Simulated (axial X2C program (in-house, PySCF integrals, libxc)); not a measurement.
**Spectroscopic constants of SiSb⁺**

All values were computed with an in-house relativistic program for diatomic molecules. Spin-free means the one-electron spin-free X2C Hamiltonian. Basis: Sb dyall-cv3z [11s12p8d4f1g], Si dyall-v3z [8s7p2d1f] (cores contracted in-house); Gaussian nuclei, density fitting, unrestricted open shells. Masses: Sb 120.904 u, Si 27.977 u.

State, spin-free: M_S = 1, Λ = 0 (beyond evenly filled blocks: π+α, π-α); electrons by block: σα: 15, σβ: 15, π+α: 7, π+β: 6, π-α: 7, π-β: 6, δ+α: 2, δ+β: 2, δ-α: 2, δ-β: 2. Fragments: Sb + Si+.

| Hamiltonian | level | Re (Å) | ωe (cm⁻¹) | ωexe (cm⁻¹) | Be (cm⁻¹) | αe (cm⁻¹) | De (eV) | D0 (eV) | k (mdyn/Å) | μ (D) |
| --- | --- | --- | --- | --- | --- | --- | --- | --- | --- | --- |
| spin-free | PBE0 | 2.526 | 355.7 | 0.989 | 0.1163 | 0.000459 | 3.02 | 3.00 | 1.69 | 3.33 |
| spin-free | HF | 2.517 | 351.8 | 1.81 | 0.1171 | 0.00061 | 1.37 | 1.34 | 1.66 | 4.22 |
| spin-free | MP2 | 2.514 | 378.7 | n/a | 0.1174 | 0.000396 | 2.45 | 2.42 | 1.92 | n/a |
| spin-free | CCSD | 2.533 | 352.0 | 1.2 | 0.1157 | 0.000504 | 2.48 | 2.46 | 1.66 | n/a |
| spin-free | CCSD(T) | 2.543 | 347.9 | 1.03 | 0.1148 | 0.000475 | 2.63 | 2.61 | 1.62 | n/a |
| spin-free | TPSSh | 2.539 | 345.8 | 1.03 | 0.1151 | 0.000475 | 3.07 | 3.05 | 1.6 | 3.22 |

Correlated methods: 8 electrons correlated (number of frozen shells: Sb 4 s, 3 p, 2 d; Si 2 s, 1 p), 230 virtual spin orbitals or spinors in MP2, 90 natural virtuals in coupled cluster.

Dipoles are positive if Si is the positive end and refer to the centre of mass.

One determinant describes the state; a PBE0 search over occupations chose it and may have missed a lower one. Dissociation energies refer to the lowest single-determinant-based atoms at the same level and basis. Coupled cluster ran in a truncated set of natural virtual spinors; the MP2 energy of the rest was added. (T) has no such correction and the atoms are truncated less, which lowers De at CCSD(T) by a hundredth of an eV or more. PBE0 can misorder states that lie within some tenths of an eV, so this need not be the ground state of the molecule. The nearest other spin-free determinant of the search, M_S = 0, Λ = 2, lies 0.64 eV up at the distance of the search. The determinant is spin-polarised beyond a pure state at some levels (its spin-free form has ⟨S²⟩ too high), which makes Re and μ there less reliable. With the outer-core shells frozen, correlated bond lengths of heavy atoms tend to come out a few hundredths of an ångström too long.

No reliable constants came from CCSD (2c), CCSD(T) (2c), HF (2c), MP2 (2c), PBE0 (2c), TPSSh (2c): no minimum in range, unconverged points, a curve that is not smooth, a change of character along it, or the two Hamiltonians disagreeing along it.
